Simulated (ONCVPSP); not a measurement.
## Reading a pseudo-wave (rubidium)

Columns: radius, all-electron u(r) and pseudo u(r) of the 4s shell (level -31.89 eV) of rubidium in the configuration [Ar] 3d10 4s2 4p6 5s1; PBE, scalar-relativistic, ONCV scheme, ONCVPSP 4.0.1.

```json
{"r (bohr)": "0.138", "all-electron": "0.2830", "pseudo": "0.1536"}
{"r (bohr)": "0.275", "all-electron": "-0.2904", "pseudo": "0.3006"}
{"r (bohr)": "0.413", "all-electron": "-0.4685", "pseudo": "0.4380"}
{"r (bohr)": "0.550", "all-electron": "-0.1944", "pseudo": "0.5591"}
{"r (bohr)": "0.688", "all-electron": "0.2037", "pseudo": "0.6616"}
{"r (bohr)": "0.825", "all-electron": "0.5431", "pseudo": "0.7411"}
{"r (bohr)": "0.963", "all-electron": "0.7756", "pseudo": "0.7967"}
{"r (bohr)": "1.100", "all-electron": "0.9017", "pseudo": "0.8270"}
{"r (bohr)": "1.238", "all-electron": "0.9452", "pseudo": "0.8332"}
{"r (bohr)": "1.375", "all-electron": "0.9292", "pseudo": "0.8171"}
{"r (bohr)": "1.513", "all-electron": "0.8750", "pseudo": "0.7816"}
{"r (bohr)": "1.650", "all-electron": "0.7998", "pseudo": "0.7312"}
{"r (bohr)": "1.788", "all-electron": "0.7145", "pseudo": "0.6695"}
{"r (bohr)": "1.925", "all-electron": "0.6282", "pseudo": "0.6018"}
{"r (bohr)": "2.062", "all-electron": "0.5453", "pseudo": "0.5317"}
{"r (bohr)": "2.200", "all-electron": "0.4680", "pseudo": "0.4622"}
{"r (bohr)": "2.338", "all-electron": "0.3985", "pseudo": "0.3965"}
{"r (bohr)": "2.475", "all-electron": "0.3375", "pseudo": "0.3370"}
{"r (bohr)": "2.613", "all-electron": "0.2840", "pseudo": "0.2839"}
{"r (bohr)": "2.750", "all-electron": "0.2382", "pseudo": "0.2382"}
{"r (bohr)": "2.888", "all-electron": "0.1989", "pseudo": "0.1989"}
{"r (bohr)": "3.025", "all-electron": "0.1658", "pseudo": "0.1658"}
{"r (bohr)": "3.162", "all-electron": "0.1378", "pseudo": "0.1378"}
{"r (bohr)": "3.300", "all-electron": "0.1142", "pseudo": "0.1142"}
{"r (bohr)": "3.438", "all-electron": "0.0944", "pseudo": "0.0944"}
{"r (bohr)": "3.575", "all-electron": "0.0780", "pseudo": "0.0780"}
```

**Question.** How many radial nodes do the two functions have?

**Answer.** The all-electron 4s function has n − l − 1 = 3 (the table is too coarse to show those close to the nucleus); the pseudo-wave has 0, since the states of the same l below it are removed with the core.

**Question.** At about which radius was the pseudo-wave matched?

**Answer.** 2.75 bohr, where the columns begin to agree (steps of 0.14 bohr).

**Question.** Where does each function peak?

**Answer.** Outermost all-electron maximum near 1.24 bohr, pseudo maximum near 1.24 bohr (to the table’s step).

**Question.** Is the pseudo-wave norm-conserving?

**Answer.** Yes: the ONCV scheme keeps the norm inside the radius equal to the all-electron one, which fixes the energy derivative of the logarithmic derivative at the level.
